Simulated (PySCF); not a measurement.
# Xe(2+) (xenon, charge +2) across methods

[Kr] 4d10 5s1 5p4 6s1, high-spin 5P determinant (an excited configuration). Calculation: PySCF 2.14, in dyall-av2z (22s16p12d, 130 functions); no relativity, point nucleus.

| method | E (hartree) | mean ε 5p α (eV) | mean ε 5p β (eV) | mean ε 6s α (eV) | Σ⟨r²⟩ (bohr²) | ⟨S²⟩ |
| --- | --- | --- | --- | --- | --- | --- |
| PBE | -7232.05 | -31.611 | -28.813 | -13.442 | 57.75 | 6.001 |
| UHF | -7230.03579 | -37.024 | -31.153 | -15.034 | 59.14 | 6.003 |
| r2SCAN0 | -7232.66 | -33.667 | -29.868 | -13.966 | 58.48 | 6.002 |
| LDA | -7226.64 | -31.689 | -29.054 | -13.651 | 57.53 | 6.000 |
| PBE0 | -7232.24 | -33.185 | -29.766 | -13.947 | 57.99 | 6.001 |
| revPBE | -7232.28 | -31.602 | -28.742 | -13.380 | 57.80 | 6.001 |
| r2SCAN | -7232.61 | -32.299 | -28.974 | -13.442 | 58.51 | 6.002 |

Task: Estimate the same row for HSE06.

Result: E (hartree) = -7232.11; mean ε 5p α (eV) = -32.719; mean ε 5p β (eV) = -29.408; mean ε 6s α (eV) = -13.644; Σ⟨r²⟩ (bohr²) = 58.02; ⟨S²⟩ = 6.001.

A non-relativistic calculation at this Z misses sizeable relativistic shifts. The outer electron is Rydberg-like, and this basis confines it to a smaller radius and binds it less than a complete one would.
